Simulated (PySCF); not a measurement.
Compound: C₅H₄FN.
Atom-mapped SMILES: `[H]/[N:7]=[CH:6]\[C:4](=[CH:3]\[C:2]#[CH:1])[F:5]` (hydrogens: H8 on C1; H9 on C3; H10 on C6; H11 on N7)

Structure used (PBE0-D3(BJ)/def2-SVP), in Å, numbered top down from 1:
```
atom  x, y, z in Å
C1     3.0089   -0.4537    0.2658
C2     1.7955   -0.4337    0.2299
C3     0.3837   -0.4367    0.1984
C4    -0.3712    0.5879   -0.2430
F5     0.1980    1.7016   -0.6857
C6    -1.8430    0.6358   -0.2889
N7    -2.6751   -0.2808   -0.0099
H8     4.0828   -0.4669    0.2957
H9    -0.1368   -1.3290    0.5607
H10   -2.2305    1.6158   -0.6132
H11   -2.2011   -1.1475    0.2694
```

Linear response at wB97X-D/def2-SVPD (PySCF, frozen core in the response, non-relativistic).

Static isotropic polarisability: 74.26 au (11.00 Å³), principal values 41.8, 60.4, 120.5 au.

What is the polarisability at 1064 nm and at the sodium D line?

75.72 au at 1064 nm (+2.0 %), 79.60 au at 589.3 nm (+7.2 %). The rise at 589.3 nm is 3.67 times that at 1064 nm; a pure ω² law gives 3.26. The lowest singlet lies at 279 nm, shorter than both wavelengths.

What is the isotropic C6 coefficient between two such molecules, C6 = (3/π)∫α(iω)² dω?

1871 au (Eh·bohr⁶) by a ten-point quadrature over imaginary frequencies, which is 1120 eV·Å⁶ or 108 J·nm⁶/mol.

Which effective excitation energy ω̄ makes London's formula C6 = (3/4)α²ω̄ exact here?

ω̄ = 4·C6/(3α²) = 0.452 Eh = 12.3 eV. A one-pole form α(ω) = α/(1 − ω²/ω̄²) fitted to the 1064 nm value gives 8.4 eV.

What n − 1 at the D line would an ideal gas of it have at 273.15 K and 1 atm (2.6868 × 10¹⁹ cm⁻³), by n − 1 = 2π·N·α′?

19.91 × 10⁻⁴, a formal value whether or not that pressure can be reached.

What molar refraction at the D line follows from R = (4π/3)·N_A·α′, with α′ the polarisability volume?

α′ = 11.80 Å³ gives R = 29.75 cm³/mol, for isolated, non-vibrating species.

What does −C6/R⁶ come to at R = 12 Å between centres?

-36 J/mol. This is the leading, orientation-averaged term; C8 and higher terms are left out.

How many electrons N does the Slater–Kirkwood formula C6 = (3/4)·√N·α^(3/2) need to give this C6?

N = (4·C6/3)²/α³ = 15.2; the species has 50 electrons in all.

One conformer stands for the species.

wB97X-D is run here without its empirical dispersion term; that term would change no orbital, density or response property at a fixed geometry.
